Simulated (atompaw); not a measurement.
## Building the PAW (atompaw) potential for promethium (LDA (PW92), scalar-relativistic).

promethium (Pm), PAW, made with atompaw 4.2.0.5 (LDA (PW92), scalar-relativistic). Core [Kr] 4d10, reference 4f5 5s2 5p6 5d0 6s2 6p0. Waves: 5s (bound); 6s (bound); 5p (bound); 6p (bound, empty); 5d (bound, empty); 5d channel at 2.35 Ry; 4f (bound); 4f channel at 0.15 Ry. Local part: vpsmatchnc scheme with l = 4 at 1 Ry, radius 2.35 bohr. Core correction: smooth core density matched at 2.70 bohr. Augmentation charge: besselshape compensation charge, radius 2.75 bohr; PAW radius 3.00 bohr; waves and projectors: bloechl.

- Cutoffs needed: 60 Ry and 80 Ry (the cutoffs (Ry, on a coarse ladder) from which the occupation-weighted sum of valence levels, in a spherical-Bessel basis at the reference potential, stays within 10 and 1 mRy of its value at 400 Ry)
- Ghost test: no extra level below or beside the all-electron valence levels (s, p, d, f tested) (spherical-Bessel basis up to 400 Ry, 20 bohr box)
- Lowest eigenvalue of the overlap operator: 0.07 (s channel)
- Overlap eigenvalues printed by atompaw (projector basis): 0.00533, 0.095, 0.235, 1.51, 1.6, 3.75, 9.56, 32.1
- Warning: the pseudo core plus compensation charge is negative at some radii, so no UPF file was written
- Share of each valence orbital outside the PAW sphere: 5s 1 %, 6s 82 %, 5p 3 %, 6p 95 %, 5d 48 %, 4f 2 %
